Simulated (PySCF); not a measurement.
Computed with PBE0-D3(BJ)/def2-TZVP // PBE0-D3(BJ)/def2-SVP run with PySCF. Isolated molecules, 0 K electronic values unless said otherwise. One relaxed conformer stands for a flexible species; it need not be the lowest. 

Reference species (SMILES): `c1(ccc(cc1)[SiH3])C(F)=C` (F–C–C–C torsion 5°) (neutral, multiplicity 1).

```yaml
HOMO–LUMO gap: 5.28 eV
LUMO: -1.57 eV
```

Changed species: `C=Cc1ccc(F)cc1[SiH3]` (C–C–C–C torsion 20°).

What does the change do to the HOMO–LUMO gap and LUMO?

the HOMO–LUMO gap rises by 0.08 eV, to 5.36 eV; the LUMO increases by 0.22 eV, to -1.35 eV.
